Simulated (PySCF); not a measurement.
H4GeS2, singlet, at a GFN2-xTB geometry; DF-PBE/def2-TZVP (PySCF).

Here is a job for PySCF.
```python
from pyscf import gto, scf, dft

mol = gto.M(
    atom='''
Ge   -0.613902   -0.081533    0.024702
S     0.424091    1.773485    0.647009
S     0.819157   -1.608367   -0.697035
H    -1.387958   -0.562756    1.231661
H    -1.579412    0.168656   -1.112259
H     1.117264    1.880457   -0.480253
H     1.603018   -1.519174    0.370793
''',
    basis='def2-tzvp',
    charge=0,
    spin=0,
    verbose=4,
    max_memory=1800,
)

mf = dft.RKS(mol)
mf.xc = 'pbe'
mf = mf.density_fit(auxbasis='def2-universal-jkfit')
mf.kernel()
```

Output, abridged:

```
PySCF version 2.14.0

[INPUT] verbose = 4
[INPUT] num. atoms = 7
[INPUT] num. electrons = 68
[INPUT] charge = 0
[INPUT] spin (= nelec alpha-beta = 2S) = 0
[INPUT] symmetry False subgroup None
[INPUT] Mole.unit = angstrom
[INPUT] Symbol           X                Y                Z      unit          X                Y                Z       unit  Magmom
[INPUT]  1 Ge    -0.613902000000  -0.081533000000   0.024702000000 AA   -1.160106647323  -0.154075040114   0.046680014729 Bohr   0.0
[INPUT]  2 S      0.424091000000   1.773485000000   0.647009000000 AA    0.801415841893   3.351400936024   1.222669810129 Bohr   0.0
[INPUT]  3 S      0.819157000000  -1.608367000000  -0.697035000000 AA    1.547982383020  -3.039373137788  -1.317205249236 Bohr   0.0
[INPUT]  4 H     -1.387958000000  -0.562756000000   1.231661000000 AA   -2.622860492399  -1.063454714956   2.327501968308 Bohr   0.0
[INPUT]  5 H     -1.579412000000   0.168656000000  -1.112259000000 AA   -2.984656117852   0.318713649265  -2.101864889583 Bohr   0.0
[INPUT]  6 H      1.117264000000   1.880457000000  -0.480253000000 AA    2.111322968836   3.553548719021  -0.907546640501 Bohr   0.0
[INPUT]  7 H      1.603018000000  -1.519174000000   0.370793000000 AA    3.029264992748  -2.870822795560   0.700697218906 Bohr   0.0

nuclear repulsion = 346.363141757602
number of shells = 58
number of NR pGTOs = 258
number of NR cGTOs = 146
basis = def2-tzvp
ecp = {}

******** <class 'pyscf.df.df_jk.DFRKS'> ********
method = DFRKS
initial guess = minao
damping factor = 0
level_shift factor = 0
DIIS = <class 'pyscf.scf.diis.CDIIS'>
diis_start_cycle = 1
diis_space = 8
diis_damp = 0
SCF conv_tol = 1e-09
SCF conv_tol_grad = None
SCF max_cycles = 50
direct_scf = False
XC library pyscf.dft.libxc version 7.1.2
    S. Lehtola, C. Steigemann, M. J. T. Oliveira, and M. A. L. Marques,  SoftwareX 7, 1–5 (2018)
XC functionals = pbe
    J. P. Perdew, K. Burke, and M. Ernzerhof,  Phys. Rev. Lett. 77, 3865 (1996)
    J. P. Perdew, K. Burke, and M. Ernzerhof,  Phys. Rev. Lett. 78, 1396 (1997)
    J. P. Perdew, K. Burke, and M. Ernzerhof,  Phys. Rev. Lett. 77, 3865 (1996)
    J. P. Perdew, K. Burke, and M. Ernzerhof,  Phys. Rev. Lett. 78, 1396 (1997)
radial grids:
    Treutler-Ahlrichs [JCP 102, 346 (1995); DOI:10.1063/1.469408] (M4) radial grids

becke partition: Becke, JCP 88, 2547 (1988); DOI:10.1063/1.454033
pruning grids: <function nwchem_prune>
grids dens level: 3
symmetrized grids: False
atomic radii adjust function: <function treutler_atomic_radii_adjust>
small_rho_cutoff = 0
Set gradient conv threshold to 3.16228e-05
Initial guess from minao.
tot grids = 97632
init E= -2874.71499880031
  HOMO = -0.276587838200546  LUMO = -0.072873226979123  gap/eV = 5.54336
cycle= 1 E= -2875.1177585863  delta_E= -0.403  |g|= 0.918  |ddm|= 2.09
  HOMO = -0.185863868546227  LUMO = -0.0476567403255288  gap/eV = 3.76081
cycle= 2 E= -2874.98760332465  delta_E= 0.13  |g|= 1.36  |ddm|= 1.19
  HOMO = -0.223158917500628  LUMO = -0.0456632627716935  gap/eV = 4.82990
cycle= 3 E= -2875.19249063408  delta_E= -0.205  |g|= 0.136  |ddm|= 0.85
  HOMO = -0.225679013134944  LUMO = -0.0536737611538349  gap/eV = 4.68050
cycle= 4 E= -2875.19794082404  delta_E= -0.00545  |g|= 0.0492  |ddm|= 0.179
  HOMO = -0.226278684759287  LUMO = -0.0527097509099299  gap/eV = 4.72305
cycle= 5 E= -2875.19876079977  delta_E= -0.00082  |g|= 0.00511  |ddm|= 0.0474
  HOMO = -0.226376303104337  LUMO = -0.0526967498866853  gap/eV = 4.72606
cycle= 6 E= -2875.19876642723  delta_E= -5.63e-06  |g|= 0.0023  |ddm|= 0.00632
  HOMO = -0.226199957858528  LUMO = -0.0525884242739387  gap/eV = 4.72421
cycle= 7 E= -2875.19876815527  delta_E= -1.73e-06  |g|= 0.000521  |ddm|= 0.00257
  HOMO = -0.226233870380724  LUMO = -0.0526253089191897  gap/eV = 4.72413
cycle= 8 E= -2875.19876822496  delta_E= -6.97e-08  |g|= 5.25e-05  |ddm|= 0.000552
  HOMO = -0.226232472304289  LUMO = -0.0526250645405852  gap/eV = 4.72410
cycle= 9 E= -2875.19876822562  delta_E= -6.65e-10  |g|= 2.41e-05  |ddm|= 6.47e-05
  HOMO = -0.226230722991316  LUMO = -0.0526234420432772  gap/eV = 4.72409
Extra cycle  E= -2875.19876822554  delta_E= 8.64e-11  |g|= 2.97e-05  |ddm|= 4.71e-05
converged SCF energy = -2875.19876822554
```
